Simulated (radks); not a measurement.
The numbers below are computed, except where a source is named.
All-electron atom: Rh+ in [Kr] 4d8 (the NIST ground configuration).

Code: a radial shooting solver on a logarithmic mesh with Libxc functionals. Model: scalar-relativistic Kohn-Sham, PBE, spin-polarised, spherical densities, finite nucleus; open shells are filled with parallel spins first (spin-orbit coupling, left out, can overturn this in heavy ions); Fermi nuclear charge, rms radius 4.4945 fm.

Energy parts (eV):
| part | energy |
|---|---|
| total | -130173.311 |
| kinetic | 134809.824 |
| electron-nucleus | -313874.942 |
| Hartree | 52657.004 |
| exchange-correlation | -3765.197 |

Orbitals (lengths in bohr, moments of r in powers of bohr; <r^-3> diverges for s and p1/2; r(max) is where P^2 peaks; r(90%) holds 90 % of the orbital's charge):
orbital  occ.  eigenvalue (eV)  <r^-3>  r(90%)   r(max)
1s up       1        -23045.53       -  0.0585  0.02118
1s down     1        -23045.53       -  0.0585  0.02118
2s up       1        -3347.590       -   0.219   0.1198
2s down     1        -3347.297       -   0.219   0.1198
2p up       3        -3000.920    3245   0.201  0.09576
2p down     3        -3000.700    3245   0.201  0.09576
3s up       1        -604.4283       -   0.576   0.3514
3s down     1        -604.2828       -   0.576   0.3515
3p up       3        -490.4621   564.7   0.588   0.3447
3p down     3        -490.2954   564.6   0.588   0.3447
3d up       5        -308.2508   76.51   0.588   0.2914
3d down     5        -307.9866   76.50   0.588   0.2915
4s up       1         -90.7498       -    1.43   0.8824
4s down     1         -89.4595       -    1.43   0.8811
4p up       3         -58.7483   88.07    1.61   0.9458
4p down     3         -57.3864   88.58    1.60   0.9441
4d up       5         -14.1740   6.440    2.47    1.147
4d down     3         -12.8521   6.351    2.53    1.147

The highest occupied level is 4d down at -12.852 eV. Summed over all electrons, <r^2> = 36.85 bohr^2, which gives a Langevin (diamagnetic) susceptibility term of -29.2 x 10^-6 cm^3/mol. Spin moment in Bohr magnetons: 2. For comparison, the ionisation energy in NIST's Atomic Spectra Database is 18.080 eV (semi-empirical). In exact Kohn-Sham theory the highest level is minus the ionisation energy, but local and semilocal functionals leave it too shallow, through self-interaction and a potential that decays too fast; potentials with the right tail come closer. The spin density at the nucleus is -1.522 e/bohr^3 (1s -0.023, 2s -0.577, 3s 0.262, 4s -1.184). The density falls to 0.001 e/bohr^3 at r = 3.74 bohr. The electron density at the nucleus is 1.238e+05 e/bohr^3 (large components only).
